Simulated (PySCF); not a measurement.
## Computed structure and properties of HoSF

System: HoSF (singlet in the valence; each metal's 4f electrons, 10 of them, lie in its core potential, out of spins and levels); start: template (Cs). Method: PySCF 2.14.0, RKS PBE0, Ho lcecp-1-SVP with ECP56, S def2-SVP, F def2-SVP; non-relativistic Hamiltonian with scalar-relativistic core potentials where named; density fitting; no spin-orbit coupling.

Input of the relaxation:

```python
mol = gto.M(atom='''
Ho    -0.15125     0.00000    -0.21700
S      1.99655     0.00000     0.74420
F     -2.04695     0.00000     0.63140''',
    basis={'Ho': 'lcecp-1-SVP', 'S': 'def2-SVP', 'F': 'def2-SVP'},
    ecp={'Ho': 'lcecp-1-SVP'},
    charge=0, spin=0)
mf = dft.RKS(mol, xc='PBE0')
mf.grids.atom_grid = (50, 194)  # f atoms: unpruned, at least (60, 302)
mf = mf.density_fit()  # fitting sets: Ho AutoAux, S def2-universal-JKFIT, F def2-universal-JKFIT
mf.conv_tol = 1e-08; mf.max_cycle = 55
mf.kernel(dm0)  # dm0: converged density of the start geometry
# quasi-Newton relaxation in Cartesian coordinates to a largest gradient under 0.00045 Eh/bohr, steps kept in the point group
```

Run from Python with OMP_NUM_THREADS=2; the lines above give its settings. Where DIIS fails, smearing, a level shift and second-order steps follow.
It took 8.5 s on 2 threads of Arm Neoverse V1, with other jobs on the host, from the converged density of the start.

Course of the relaxation:

| step | energy above end (eV) | largest force component within the symmetry (eV/Å) |
| --- | --- | --- |
| 0 | 0.1556 | 1.223 |
| 1 | 0.0796 | 0.610 |
| 2 | 0.0137 | 0.234 |
| 3 | 0.0008 | 0.154 |
| 4 | 0.0000 | 0.042 |
| 5 | 0.0000 | 0.004 |

Relaxed geometry (Cs):

```xyz
3

Ho   -0.1776    0.0000   -0.3934
S     1.7952    0.0000    0.8256
F    -1.8192    0.0000    0.7265
```

```json
{"contact": "Ho1–S2 (S)", "Å": "2.319"}
{"contact": "Ho1–F3 (F)", "Å": "1.987"}
```

On the finer grid (75, 302):

```
HOMO                                                          : -5.94 eV
LUMO                                                          : -2.81 eV
Dipole about the centre of mass                               : 8.07 D
Set of Mulliken populations of Ho1 outside the core potential : s 2.32, p 6.30, d 1.54, f 0.05
D3(BJ) dispersion energy (not in the energies)                : -0.046 eV
```

```tsv
atom	Mulliken (e)	Löwdin (e)	spin (e)
Ho1	0.80	0.36	0.00
S2	-0.38	-0.08	0.00
F3	-0.41	-0.28	0.00
```

The 4f levels lie in the core potential and are missing. Their spin isn't counted.

On the grid (50, 194), as all that follows. Harmonic modes: a minimum; lowest 123 cm⁻¹ (negative: unstable), highest 579 cm⁻¹, zero-point energy 0.072 eV.

Rigid scan of S along the line from its metal:

| distance to S2 (Å) | energy (eV) |
| --- | --- |
| 2.02 | 1.343 |
| 2.12 | 0.522 |
| 2.22 | 0.115 |
| 2.32 | 0.000 |
| 2.42 | 0.089 |
| 2.52 | 0.316 |
| 2.62 | 0.633 |
| 2.77 | 1.202 |

Taking off one F (charge -1, singlet; the rest: singlet) in vacuum, both parts rigid, costs 11.40 eV; the small basis without counterpoise inflates it. Most of it is the attraction of opposite charges; other ways to part are cheaper, and one spin state was tried for the rest.

Rigid scan of F along the line from its metal:

```
distance to F3 (Å)  energy (eV)
              1.69        1.550
              1.79        0.583
              1.89        0.124
              1.99        0.000
              2.09        0.091
              2.19        0.318
              2.39        0.978
              2.69        2.105
              3.09        3.453
              3.59        4.685
```

One start shape was tried, so this needn't be the lowest isomer.

An lcecp potential fixes the number of 4f electrons, so in runs with it no electron can move into or out of that shell.
